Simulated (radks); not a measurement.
Values are calculated unless marked as measured or tabulated.
Initial-state core-level shifts of the krypton ion Kr2+ when its valence configuration changes from [Ar] 3d10 4s2 4p4. Code: a radial shooting solver on a logarithmic mesh with Libxc functionals. Model: Dirac Kohn-Sham, PBEsol, spin-unpolarised, spherical densities, finite nucleus; open shells fill j = l - 1/2 first; Fermi nuclear charge, rms radius 4.1884 fm. Shifts are changes of the shell-averaged eigenvalues in eV (positive: less bound); the change of the density at the nucleus, which sets a Mossbauer isomer shift, is in e/bohr^3, on a base of 4.933e+04.

valence                1s       2p       3s       3p  density at nucleus
3d9 4s2 4p5       -17.204  -18.915  -14.293  -14.086             +21.382
3d10 4s1 4p5       -1.627   -1.577   -1.601   -1.591             -47.293
3d10 4s1.5 4p4.5   -0.819   -0.794   -0.805   -0.800             -23.475
3d9.5 4s1 4p5.5   -10.076  -10.869   -8.667   -8.551             -39.053
3d8.5 4s2 4p5.5   -26.104  -28.724  -21.525  -21.224             +32.551
3d10 4p6           -3.210   -3.112   -3.163   -3.143             -95.926
3d8 4s2 4p6       -35.202  -38.764  -28.809  -28.422             +44.029
3d9 4s1 4p6       -18.726  -20.399  -15.795  -15.579             -30.498
